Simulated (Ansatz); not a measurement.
Reaction (ligand exchange at the Si–O bond): `C[Si](O)(O)[SiH3]` + HCl → `C[Si](O)([SiH3])Cl` + H₂O

Gas-phase electronic energies from Ansatz, PBE0-D4/def2-TZVP geometries. CCSD(T)/CBS is the MP2 limit (def2-TZVPP, def2-QZVPP) plus CCSD(T) − MP2 in def2-TZVPP, frozen cores. This one scheme is used for every species. One conformer a species, not always the lowest.

`C[Si](O)(O)[SiH3]`:

Cartesian coordinates in Å:
```
C 1.645 -0.639 0.396
Si -0.082 0.043 0.461
O 0.071 1.470 1.280
O -1.127 -0.985 1.219
Si -1.065 0.375 -1.644
H 2.043 -0.769 1.406
H 2.310 0.043 -0.139
H 1.665 -1.607 -0.110
H -0.724 1.994 1.394
H -0.883 -1.306 2.090
H -1.292 -0.914 -2.354
H -0.186 1.225 -2.496
H -2.375 1.071 -1.504
```

HCl:

Cartesian coordinates in Å:
```
Cl -0.300 -0.550 -0.127
H 0.300 0.550 0.127
```

`C[Si](O)([SiH3])Cl`:

Z-matrix (Å, degrees):
```
C
Si 1 1.859
H 1 1.093 2 110.3
H 1 1.092 2 110.6 3 120.2
H 1 1.093 2 110.7 3 -120.2
O 2 1.642 1 112.3 3 59.5
Si 2 2.338 1 114.8 3 -62.1
Cl 2 2.077 1 106.4 3 178.8
H 6 0.959 2 118.4 1 62.6
H 7 1.488 2 110.5 1 62.4
H 7 1.485 2 110.2 1 -176.7
H 7 1.488 2 109.0 1 -56.8
```

H₂O:

Cartesian coordinates in Å:
```
O -0.292 -0.230 0.116
H 0.410 0.141 0.656
H -0.118 0.089 -0.772
```

| species | CCSD/def2-SVP energy (Eh) |
| --- | --- |
| `C[Si](O)(O)[SiH3]` | -770.65766 |
| HCl | -460.09995 |
| `C[Si](O)([SiH3])Cl` | -1154.58606 |
| H₂O | -76.17170 |

Question: Work out ΔE.

Answer: ΔE = (-1154.58606) + (-76.17170) − (-770.65766) − (-460.09995) = -0.00015 Eh = -0.4 kJ/mol. CCSD(T)/CBS gives -6.2 kJ/mol.

Question: What do rigid-rotor, harmonic-oscillator terms from PBE0-D4/def2-TZVP frequencies (298.15 K, 1 bar) make of the CCSD(T)/CBS value? (Estimate.)

Answer: Ansatz gave: ΔZPE = +5.3 kJ/mol, ΔH = +0.2 kJ/mol, ΔS = 8 J/(mol·K), ΔG = -2.4 kJ/mol.

Largest T1 diagnostic among the species: 0.012.

At CCSD(T), def2-SVP lies +5.7 kJ/mol from the extrapolated value and def2-TZVPP +6.3 kJ/mol. The D4 term adds −4.0 kJ/mol with B3LYP and −2.1 kJ/mol with PBE0; it sums over pairs of atoms, weighted by their polarisabilities, and B3LYP, whose exchange is more repulsive, gets the larger term. Leaving LDA and LC-ωPBE aside and taking each functional with its dispersion term where it has one, the values, not all of them listed here, spread over 12.6 kJ/mol, from revPBE-D4 to CAM-B3LYP-D4. LDA lies +5.6 kJ/mol from PBE without D4.

B3LYP here is the variant with VWN-RPA as its local correlation; programs differ in this.
